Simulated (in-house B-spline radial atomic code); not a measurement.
Orbital energies and mean radii along the 29-electron series, configuration [Ar] 3d10 4s1. The effective charge is n√(-2ε), a non-relativistic measure. Computed with an all-electron radial atomic-structure program (B-spline basis): non-relativistic Hartree-Fock, average of the configuration, point nuclei.

This level leaves out relativity, spin-orbit splitting included, which matters for heavy ions.

```tsv
ion	Z	energy of 2s (Eh)	mean radius of 2s (bohr)	energy of 2p (Eh)	mean radius of 2p (bohr)	energy of 3s (Eh)	mean radius of 3s (bohr)	energy of 3d (Eh)	mean radius of 3d (bohr)	effective charge of 2s
Cu	29	-40.819	0.23754	-35.618	0.20754	-5.012	0.72276	-0.49123	0.99115	18.071
Zn+	30	-44.699	0.22878	-39.263	0.19951	-5.9766	0.69114	-1.1247	0.86833	18.91
Ga2+	31	-48.899	0.22064	-43.226	0.19208	-7.1238	0.661	-1.926	0.78065	19.779
Ge3+	32	-53.392	0.21304	-47.481	0.18518	-8.4244	0.63258	-2.8717	0.71314	20.667
As4+	33	-58.166	0.20595	-52.014	0.17875	-9.8639	0.60597	-3.9506	0.65865	21.571
Se5+	34	-63.212	0.19931	-56.818	0.17274	-11.434	0.58116	-5.1567	0.61327	22.488
Br6+	35	-68.526	0.19307	-61.888	0.16711	-13.13	0.55806	-6.486	0.57462	23.414
Kr7+	36	-74.104	0.1872	-67.221	0.16184	-14.949	0.53655	-7.936	0.54116	24.348
```

Q: How does the screening of 2s change?

A: Z less the effective charge goes from 10.93 at Z = 29 to 11.65 at Z = 36.
